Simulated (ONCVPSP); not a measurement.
## osmium (Os): variants of one ONCV potential

Base potential:

```
Element                 : osmium
Generator               : ONCVPSP 4.0.1
Type                    : optimised norm-conserving Vanderbilt (ONCV)
Functional              : PBEsol
Relativity              : fully relativistic
Frozen core             : [Kr] 4d10
Valence charge          : 30
Reference configuration : 4f14 5s2 5p6 5d6 6s1.75 6p0.25
Partial waves           : 5s+6s: rc 1.70 bohr, ncon 4, nbas 8, qcut 5.4 1/bohr, 2 projectors; 5p+6p: rc 1.65 bohr, ncon 3, nbas 7, qcut 10 1/bohr, 3 projectors, debl 1.1 Ha; 5d: rc 1.75 bohr, ncon 5, nbas 8, qcut 5.7 1/bohr, 2 projectors, debl 3.1 Ha; 4f: rc 1.05 bohr, ncon 4, nbas 9, qcut 17.4 1/bohr, 2 projectors, debl 0.4 Ha
Local potential         : polynomial inside 1.00 bohr (lpopt 4, dvloc0 0 Ha)
Core correction         : Teter function, fcfact 4.5, rcfact 1.55
```

Open shells are filled in proportion to 2j + 1.

In the f channel the program set the typed energies aside and used -1.878, 0.250 Ha (j = l + 1/2; the other j can differ).

All-electron outer shells of the reference configuration (PBEsol, scalar-relativistic, ld1.x):

| shell | level (eV) | outermost node (bohr) | outermost maximum (bohr) |
| --- | --- | --- | --- |
| 4p | -471.75 | 0.23 | 0.42 |
| 4d | -273.18 | 0.21 | 0.44 |
| 5s | -92.08 | 0.51 | 0.91 |
| 4f | -52.50 | – | 0.40 |
| 5p | -51.34 | 0.55 | 1.03 |
| 5d | -6.73 | 0.60 | 1.36 |
| 6s | -6.52 | 1.20 | 2.48 |
| 6p | -1.48 | 1.43 | 3.47 |

Cutoffs, loose and tight: the cutoffs (Ha) at which the residual kinetic energy of the hardest occupied pseudo-wave falls to 1 and 0.1 mHa per electron. They do not see the model core or the augmentation charge, which bear on the density cutoff. Test errors are all-electron minus pseudo excitation energies from the reference, over the configurations 4f14 5s2 5p6 5d6 6s2 6p0; 4f14 5s2 5p6 5d6 6s1 6p0; 4f14 5s2 5p6 5d6 6s0 6p0; 4f13 5s2 5p6 5d7 6s2 6p0. A dash means not determined; rows that change the core or the reference have their own tests. The largest error is taken over the tests solved by every variant that gives reliable tests at all: 4f13 5s2 5p6 5d7 6s2 6p0; 4f14 5s2 5p6 5d6 6s1 6p0; 4f14 5s2 5p6 5d6 6s2 6p0.

| change | outcome | cutoff, loose | cutoff, tight | bound ghosts | GHOST(+) flags above zero | largest test error (meV) |
| --- | --- | --- | --- | --- | --- | --- |
| base | generated, projector energies reset by the program | 128 Ha | 139 Ha | none | none | +275 |
| local potential polynomial inside 1.00 bohr (lpopt 4, dvloc0 -2 Ha) | generated, projector energies reset by the program | 128 Ha | 139 Ha | none | s | +283 |
| local potential polynomial inside 1.00 bohr (lpopt 4, dvloc0 -0.5 Ha) | generated, projector energies reset by the program | 128 Ha | 139 Ha | none | s | +278 |
| local potential polynomial inside 1.00 bohr (lpopt 4, dvloc0 0.5 Ha) | generated, projector energies reset by the program | 128 Ha | 139 Ha | none | s | +272 |
| local potential polynomial inside 1.00 bohr (lpopt 4, dvloc0 1.5 Ha) | generated, projector energies reset by the program | 128 Ha | 139 Ha | none | s | +270 |
| local potential polynomial inside 1.00 bohr (lpopt 4, dvloc0 3 Ha) | generated, projector energies reset by the program | 128 Ha | 139 Ha | none | s | +266 |
| local potential polynomial inside 1.00 bohr (lpopt 4, dvloc0 5.5 Ha) | generated, projector energies reset by the program | 128 Ha | 139 Ha | none | none | +260 |
| local potential polynomial inside 1.00 bohr (lpopt 4, dvloc0 6 Ha) | generated, projector energies reset by the program | 128 Ha | 139 Ha | none | none | +259 |
| local potential polynomial inside 1.00 bohr (lpopt 4, dvloc0 8 Ha) | generated, projector energies reset by the program | 128 Ha | 139 Ha | none | none | +254 |
| local potential polynomial inside 1.00 bohr (lpopt 4, dvloc0 9.5 Ha) | generated, projector energies reset by the program | 128 Ha | 139 Ha | none | none | +250 |

Reading the sweep of the dvloc0 (base included, trends over the rows without a ghost): The loose cutoff stays near 128 Ha.
